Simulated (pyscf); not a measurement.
Single points on ωB97X-D3(BJ)/def2-SVP structures (PySCF, gas phase).

Problem. How much does it cost (ΔH, 298 K, ωB97M-D3(BJ)/def2-TZVP) to split H₃Si–Se–Sn(Cl)(Cl)–Cl at its Se–Sn bond into H₃Si–Se• + Cl–Sn•(Cl)–Cl?

Solution. Se–Sn to H₃Si–Se• + Cl–Sn•(Cl)–Cl: 58.6 kcal/mol. The 7 functionals that were run give +54.1 (PBE) to +70.2 kcal/mol (ωB97X-D3(BJ)/def2-TZVP). Other isomers of H₃Si–Se• were not searched in full and may lie lower. Elements up to Kr have no core potential and no relativistic terms here. Elements past Kr carry the def2 core potentials, without spin-orbit coupling.
